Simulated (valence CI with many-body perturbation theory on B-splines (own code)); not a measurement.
**Ru XXXI: key properties**

Level of theory: relativistic CI+MBPT: four valence electrons over a frozen Dirac-Fock core [Ne], radial functions for each j: 11 s, 11 p, 10 d, 8 f, 5 g, 2 h, with the one-electron correlation potential Σ1 (screened to all orders), the two-electron term Σ2, the three-electron term Σ3, Breit, model QED; selected single and double excitations, second order for the rest, scaled by the run's own slope (own B-spline code, finite nucleus).

No measured spectrum was set against this ion. As an estimate, large intervals hold to a few tenths of a per cent, small ones and those within an open d or f shell to about a per cent. Among the levels kept, up to 710 cm⁻¹ of a level comes from second order outside the variational space, and about a tenth of that is noise between levels of different J, which matters for small intervals.

Levels are named by their leading jj configuration (3d3/2^4 stands for four electrons in 3d with j = 3/2), which in mixed levels can hold well under half, so a name can repeat and another be missing.

Rates and lifetimes use the calculated energies. Strong lines usually hold to 10 to 20 %, long lifetimes can be off by a factor of two.

Problem. What is the ground level?

Solution. (3s^2 3p1/2^2) J=0, composition 77 % 3s²3p² ³P + 21 % 3s²3p² ¹S.

Problem. How well does LS coupling describe the low levels?

Solution. Among the lowest 20 levels the leading LS term, summed over configurations, holds 64 % on average. For single configurations the figures are 59 % in LS and 76 % in jj coupling. Terms mix most in the J = 1 level at 181.37 eV, where the leading one holds 29 %.

Problem. Name the longest-lived excited levels whose lifetime is computed, and their main decay.

Solution. (3s^2 3p1/2 3p3/2) J=2 at 30.46 eV lives 1.73 ms, mostly by M1 to (3s^2 3p1/2 3p3/2) J=1; (3s^2 3p3/2 3d5/2) J=4 at 176.65 eV lives 8.78 μs, mostly by M1 to (3s^2 3p1/2 3d5/2) J=3; (3s^2 3p1/2 3p3/2) J=1 at 25.73 eV lives 7.96 μs, mostly by M1 to (3s^2 3p1/2^2) J=0.

Problem. Among levels below 408.77 eV, which E1 lines absorb most strongly from the ground level?

Solution. to (3s^2 3p1/2 3d3/2) J=1 at 7.687 nm, f = 0.325; to (3s 3p1/2 3p3/2^2) J=1 at 7.984 nm, f = 0.312; to (3s 3p1/2^2 3p3/2) J=1 at 10.89 nm, f = 0.126.

Problem. Where does the other parity begin?

Solution. At (3s 3p1/2^2 3p3/2) J=2, 98.09 eV.
